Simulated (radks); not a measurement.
Neutral technetium, configuration [Kr] 4d2 5s2 5p3 (not the ground configuration). Calculated with a radial shooting solver on a logarithmic mesh with Libxc functionals: scalar-relativistic Kohn-Sham, BLYP, spin-unpolarised, spherical densities, point nucleus. Some entries of the table are withheld. Estimate them.

| orbital | occ. | eigenvalue (hartree) | <r> (bohr) |
|---|---|---|---|
| 1s | 2 | -767.6527 | 0.03428 |
| 2s | 2 | -110.0696 | (1) |
| 2p | 6 | -98.58597 | 0.1304 |
| 3s | 2 | -19.66520 | 0.4154 |
| 3p | 6 | (2) | 0.4163 |
| 3d | 10 | -9.80087 | 0.3988 |
| 4s | 2 | (3) | 1.040 |
| 4p | 6 | -2.18272 | 1.138 |
| 4d | 2 | -0.66249 | 1.471 |
| 5s | 2 | -0.35804 | 2.746 |
| 5p | 3 | (4) | 3.480 |

Answer. 
(1) 2s <r> (bohr): 0.1496
(2) 3p eigenvalue (hartree): -15.89753
(3) 4s eigenvalue (hartree): -3.23993
(4) 5p eigenvalue (hartree): -0.15358
